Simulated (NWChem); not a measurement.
The numbers come from NWChem runs, not from measurements. System: disulfane (H$_{2}$S$_{2}$), charge 0, spin multiplicity 1, at a geometry optimised with B3LYP/def2-SVP. Level: MP2/def2-TZVP, 10 core orbitals frozen.

The NWChem input:

```
start mol
memory heap 200 mb stack 900 mb global 1100 mb
geometry units angstroms nocenter noautoz
  S      0.928726     0.489244     0.055516
  S     -0.928726    -0.489244     0.055516
  H      1.546079    -0.267861    -0.888263
  H     -1.546079     0.267861    -0.888263
  symmetry group C2
end
basis spherical
  * library def2-tzvp
end
scf
  rhf
  nopen 0
  maxiter 100
  thresh 1e-7
  semidirect memsize 60000000 filesize 0
end
mp2
  freeze core 10
end
task mp2 energy
```

Part of the output:

```
             Northwest Computational Chemistry Package (NWChem) 7.3.0
             --------------------------------------------------------

                                NWChem Input Module
                                -------------------

 Scaling coordinates for geometry "geometry" by  1.889725989
 (inverse scale =  0.529177249)

 Turning off AUTOSYM since
 SYMMETRY directive was detected!

                             Geometry "geometry" -> ""
                             -------------------------

 Output coordinates in angstroms (scale by  1.889725989 to convert to a.u.)

  No.       Tag          Charge          X              Y              Z
 ---- ---------------- ---------- -------------- -------------- --------------
    1 S                   16.0000     0.92872600     0.48924400     0.05551600
    2 S                   16.0000    -0.92872600    -0.48924400     0.05551600
    3 H                    1.0000     1.54607900    -0.26786100    -0.88826300
    4 H                    1.0000    -1.54607900     0.26786100    -0.88826300

 Effective nuclear repulsion energy (a.u.)      83.5333132791

            Nuclear Dipole moment (a.u.)
            ----------------------------
        X                 Y               Z
 ---------------- ---------------- ----------------
     0.0000000000     0.0000000000    -0.0000264562

      Symmetry information
      --------------------

 Group name             C2
 Group number              4
 Group order               2
 No. of unique centers     2

      Symmetry unique atoms

     1    3


 Summary of "ao basis" -> "" (spherical)
 ------------------------------------------------------------------------------
       Tag                 Description            Shells   Functions and Types
 ---------------- ------------------------------  ------  ---------------------
 *                         def2-tzvp                  on all atoms

 Summary of "ao basis" -> "ao basis" (spherical)
 ------------------------------------------------------------------------------
       Tag                 Description            Shells   Functions and Types
 ---------------- ------------------------------  ------  ---------------------
 S                         def2-tzvp                13       37   5s5p2d1f
 H                         def2-tzvp                 4        6   3s1p

                                 NWChem SCF Module
                                 -----------------

  ao basis        = "ao basis"
  functions       =    86
  atoms           =     4
  closed shells   =    17
  open shells     =     0
  charge          =   0.00
  wavefunction    = RHF
  use symmetry    = T
  symmetry adapt  = T

 Summary of "ao basis" -> "ao basis" (spherical)
 ------------------------------------------------------------------------------
       Tag                 Description            Shells   Functions and Types
 ---------------- ------------------------------  ------  ---------------------
 S                         def2-tzvp                13       37   5s5p2d1f
 H                         def2-tzvp                 4        6   3s1p

      Symmetry analysis of basis
      --------------------------

        a          43
        b          43

 Forming initial guess at       0.1s

      Superposition of Atomic Density Guess
      -------------------------------------

 Sum of atomic energies:        -795.95862108

      Non-variational initial energy
      ------------------------------

 Total energy =    -796.307483
[...]
    19     -0.437857  1 S  py                56     -0.437857  2 S  py
    15     -0.270009  1 S  px                52     -0.270009  2 S  px
    77     -0.162741  3 H  s                 83      0.162741  4 H  s

 Vector   19  Occ=0.000000D+00  E= 1.263913D-01  Symmetry=a
              MO Center= -2.3D-13, -5.3D-13, -6.3D-01, r^2= 5.8D+00
   Bfn.  Coefficient  Atom+Function         Bfn.  Coefficient  Atom+Function
  ----- ------------  ---------------      ----- ------------  ---------------
    77      1.229797  3 H  s                 83      1.229797  4 H  s
     5     -0.764102  1 S  s                 42     -0.764102  2 S  s
    19      0.432726  1 S  py                56     -0.432726  2 S  py
    20      0.427755  1 S  pz                57      0.427755  2 S  pz
    18     -0.388442  1 S  px                55      0.388442  2 S  px

 Vector   20  Occ=0.000000D+00  E= 1.476893D-01  Symmetry=b
              MO Center=  3.4D-13, -1.5D-13, -5.7D-01, r^2= 5.5D+00
   Bfn.  Coefficient  Atom+Function         Bfn.  Coefficient  Atom+Function
  ----- ------------  ---------------      ----- ------------  ---------------
    77      1.292211  3 H  s                 83     -1.292211  4 H  s
    20      0.625637  1 S  pz                57     -0.625637  2 S  pz
     5     -0.574161  1 S  s                 42      0.574161  2 S  s
    18     -0.523669  1 S  px                55     -0.523669  2 S  px
    19      0.261542  1 S  py                56      0.261542  2 S  py

 center of mass
 --------------
 x =   0.00000000 y =   0.00000000 z =   0.05040896

 moments of inertia (a.u.)
 ------------------
          61.389396540702        -100.774652231030           0.000000000000
        -100.774652231030         220.379336331190           0.000000000000
           0.000000000000           0.000000000000         269.337766377200

  Mulliken analysis of the total density
  --------------------------------------

    Atom       Charge   Shell Charges
 -----------   ------   -------------------------------------------------------
    1 S   16    16.16   2.01  0.49  1.48  1.06  0.80  4.18  1.69  0.86  2.33  1.11  0.04  0.10  0.01
    2 S   16    16.16   2.01  0.49  1.48  1.06  0.80  4.18  1.69  0.86  2.33  1.11  0.04  0.10  0.01
    3 H    1     0.84   0.23  0.50  0.09  0.02
    4 H    1     0.84   0.23  0.50  0.09  0.02

       Multipole analysis of the density wrt the origin
       ------------------------------------------------

     L   x y z        total         open         nuclear
     -   - - -        -----         ----         -------
     0   0 0 0     -0.000000      0.000000     34.000000

     1   1 0 0      0.000000      0.000000      0.000000
     1   0 1 0      0.000000      0.000000      0.000000
     1   0 0 1     -0.516419      0.000000     -0.000026

     2   2 0 0    -18.201407      0.000000    115.637290
     2   1 1 0     -0.735663      0.000000     48.965318
     2   1 0 1     -0.000000      0.000000      0.000000
     2   0 2 0    -21.400191      0.000000     27.865048
     2   0 1 1     -0.000000      0.000000      0.000000
     2   0 0 2    -20.289366      0.000000      5.987415

                   NWChem MP2 Semi-direct Energy/Gradient Module
                   ---------------------------------------------

  Basis functions       =     86
  Molecular orbitals    =     86
  Frozen core           =     10
  Frozen virtuals       =      0
  Active alpha occupied =      7
  Active beta occupied  =      7
  Active alpha virtual  =     69
  Active beta virtual   =     69
  Use MO symmetry       = T
  Use skeleton AO sym   = T

  AO/Fock/Back tols     =   1.0D-09  1.0D-09  1.0D-09

 GA uses MA = F    GA memory limited = T

 Available:
  local mem=  1.26D+08
 global mem=  1.44D+08
 local disk=  0.00D+00
  mp2_memr nvloc                    69
  nvloc new                    69
   1 passes of   7:        4194304                      39228                   6046169.
   1 passes of   7: M    126152078           G      144164408           F     121957774.

 Semi-direct pass number   1 of   1  for RHF alpha+beta  at        1.8s
  vrange nnbf                  3674
  mp2_eaftype                    23  avail_ma_in_mb                  1099
 EAF : mp2_eaftype filesize          23    3023084.
  mp2_eaf for mointskh                     23
Node 0 wrote     14.2 Mb in      0.0 s     Agg I/O rate:  2132.4 Mb/s
 Done moints_semi at        4.6s
  mp2_eaftype                    23  avail_ma_in_mb                  1076
 EAF : mp2_eaftype filesize          23    3023084.
  mp2_eaf for kh                    23
 Done maket at        4.7s
 Done multipass loop at        4.7s

          -------------------------------------------
          SCF energy                -796.247815688911
          Correlation energy          -0.345156030629
          Singlet pairs               -0.226522686568
          Triplet pairs               -0.118633344060
          Total MP2 energy          -796.592971719539
          -------------------------------------------

          ---------------------------------------------------
                    Spin Component Scaled (SCS) MP2
          Same spin pairs                     -0.079088896040
          Same spin scaling factor             0.333333333333
          Opposite spin pairs                 -0.266067134589
          Opposite spin scaling fact.          1.200000000000
          SCS-MP2 correlation energy          -0.345643526853
          Total SCS-MP2 energy              -796.593459215764
          ---------------------------------------------------

 -----------------------
 Performance information
 -----------------------

 Timer overhead =  2.28D-07 seconds/call

               Nr. of calls         CPU time (s)                 Wall time (s)                GFlops
             ---------------    -------------------     ------------------------------   -------------------
Name         Min   Avg   Max    Min     Avg     Max     Min     Avg     Max   Mx/calls   Min     Max     Sum
mp2: moin     1     1     1    2.8     2.8     2.8      2.8     2.8     2.8     2.8      0.0     0.0     0.0
mp2: make     1     1     1   0.11    0.11    0.11     0.11    0.11    0.11    0.11      0.0     0.0     0.0
mp2: tota     1     1     1    3.0     3.0     3.0      3.0     3.0     3.0     3.0      0.0     0.0     0.0

 The average no. of pstat calls per process was 3.00D+00
 with a timing overhead of 6.84D-07s

 Task  times  cpu:        4.7s     wall:        4.7s

 Total times  cpu:        4.7s     wall:        4.7s
```
